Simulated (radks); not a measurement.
Values are calculated unless marked as measured or tabulated.
Q: The table gives one normalised radial function P(r) = r R(r) of Te45+ in [He] 2s2 2p3 (r in bohr). Code: a radial shooting solver on a logarithmic mesh with Libxc functionals. Model: scalar-relativistic Kohn-Sham, PBEsol, spin-polarised, spherical densities, finite nucleus; open shells are filled with parallel spins first (spin-orbit coupling, left out, can overturn this in heavy ions); Fermi nuclear charge, rms radius 4.7423 fm.

r,P
0.001487,1.2565
0.00165,1.3718
0.001845,1.5062
0.002048,1.6411
0.00229,1.7975
0.002541,1.9534
0.002842,2.1331
0.003154,2.3109
0.003528,2.5139
0.003914,2.7128
0.004378,2.9375
0.004858,3.1547
0.005434,3.3961
0.006029,3.6254
0.006744,3.8750
0.007483,4.1060
0.00837,4.3498
0.009287,4.5668
0.01031,4.7700
0.01153,4.9667
0.01279,5.1224
0.01431,5.2534
0.01587,5.3338
0.01775,5.3684
0.0197,5.3458
0.02204,5.2566
0.02445,5.1101
0.02735,4.8822
0.03035,4.6068
0.03394,4.2469
0.03766,3.8623
0.04212,3.4067
0.04674,2.9599
0.05228,2.4718
0.05801,2.0297
0.06489,1.5842
0.072,1.2132
0.08053,0.8710
0.08936,0.6118
0.09915,0.4093
0.1109,0.2499
0.1231,0.1485
0.1376,0.0786
0.1527,0.0403
0.1708,0.0179
0.1895,0.0077
0.212,0.0027
0.2352,0.0009
0.2631,0.0003
0.292,0.0001
0.3266,0.0000
0.3624,0.0000
0.4053,0.0000
0.4497,0.0000
0.503,0.0000
0.5582,0.0000
0.6243,0.0000
0.6927,0.0000
0.7748,0.0000
0.8597,0.0000

Which n and l does it have? It may be an empty orbital.

A: n = 1, l = 0: the number of nodes gives n - l - 1 = 0, the rise at small r (about r^(l+1), flatter next to the nucleus through relativity) gives l, and the extent must fit the shell. The curve is that of 1s down; the table hardly tells the two spins apart. 1s down: eigenvalue -35331 eV, 0 radial nodes, <r> = 0.0277 bohr, 90 % of the charge inside 0.0498 bohr.
